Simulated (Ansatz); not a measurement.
Reaction (substitution at a C–N bond): `C=CNC(=C)S` + `OC[SeH]` → `C=C[Se]CO` + `C=C(N)S`

Computed with Ansatz on PBE0-D4/def2-TZVP structures; ΔE is electronic, products minus reactants. CCSD(T)/CBS adds triple-zeta CCSD(T) − MP2 to the extrapolated MP2 energy (def2 sets, frozen cores). Functionals use def2-TZVPP. B3LYP here is the variant with VWN-RPA as its local correlation; programs differ in this. HSE06 is defined as in plane-wave codes. For Se outer-core shells are correlated without core-valence functions, which leaves a few kJ/mol of doubt a bond. Scalar relativity is left out up to krypton. One conformer a species, not always the lowest.

| level | ΔE (kJ/mol) | difference from CCSD(T)/CBS |
| --- | --- | --- |
| LDA (SPW92) | 15.3 | 23.4 |
| r2SCANh-D4 | 1.4 | 9.5 |
| ωB97X-V | -0.6 | 7.5 |
| ωB97M-V | -2.0 | 6.1 |
| PBE-QIDH | -1.8 | 6.3 |
| PBE | 2.5 | 10.6 |
| revPBE | -1.2 | 6.9 |
| BLYP | 1.2 | 9.3 |
| B3LYP | 2.1 | 10.2 |
| r2SCANh | 1.0 | 9.1 |
| HSE06 | 2.5 | 10.6 |
| MP2/def2-TZVPP | -9.4 | -1.3 |
| SCS-MP2/def2-TZVPP | -9.1 | -1.0 |
| CCSD(T)/def2-TZVPP | -7.1 | 1.0 |
| HF/CBS(def2) | -1.5 | 6.6 |
| CCSD/CBS(def2) | -7.8 | 0.3 |
| CCSD(T)/CBS | -8.1 | 0 |

Task: What do rigid-rotor, harmonic-oscillator terms from PBE0-D4/def2-TZVP frequencies (298.15 K, 1 bar) make of the CCSD(T)/CBS value? (An estimate is asked.)

Result: The calculation gave: ΔZPE = +5.0 kJ/mol, ΔH = -2.8 kJ/mol, ΔS = 6 J/(mol·K), ΔG = -4.7 kJ/mol. Modes under 50 cm⁻¹ make the entropy rough.

Largest T1 diagnostic among the species: 0.013.

At CCSD(T), def2-SVP lies +24.1 kJ/mol from the extrapolated value and def2-TZVPP +1.0 kJ/mol. Leaving LDA and LC-ωPBE aside and taking each functional with its dispersion term where it has one, the values, not all of them listed here, spread over 6.9 kJ/mol, from B2PLYP to CAM-B3LYP-D4. LDA lies +12.8 kJ/mol from PBE without D4.
